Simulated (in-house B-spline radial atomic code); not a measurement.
# Ionising Tm III (Tm2+) with different functionals

Computed with a B-spline radial code for spherical atoms: four-component Dirac-Coulomb Hamiltonian, Fermi nucleus of rms radius 5.2256 fm, spin-restricted, spherical fractional occupations for the functionals, and exact exchange of hybrids averaged over the configuration. The ionisation energy is the difference of two self-consistent energies, [Xe] 4f13 → [Xe] 4f12, without Breit or QED terms; ε is the level of the shell that loses the electron (mean over j). The electron is taken from both j subshells in proportion to 2j + 1, so the result is a j average, not the step between ground levels.

| method | rung | ΔSCF (eV) | -ε(4f) (eV) |
| --- | --- | --- | --- |
| PBE0 | global hybrid | ? | ? |
| B3LYP | global hybrid | ? | ? |
| BHandHLYP | global hybrid | 24.03 | 22.95 |
| wB97X | range-separated hybrid | 25.22 | 22.48 |

What does PBE0 give?

ΔSCF 25.24 eV, and -ε(4f) = 20.24 eV.

What does B3LYP give?

ΔSCF 25.50 eV, and -ε(4f) = 19.76 eV.

Among the functionals, which spreads more, the ΔSCF values or the orbital energies?

The orbital energies: ΔSCF values span about 1.47 eV and the orbital energies 3.19 eV.

How do they compare with the NIST value?

NIST lists 23.66 eV ± 0.03 (semi-empirical, ground level to ground level). Errors run from +0.37 to +1.84 eV; BHandHLYP is closest (+0.37 eV), but part of that can be cancellation, since the calculations leave out Breit-QED terms, spin polarisation, the choice among j levels, multiplet and fine-structure energies.
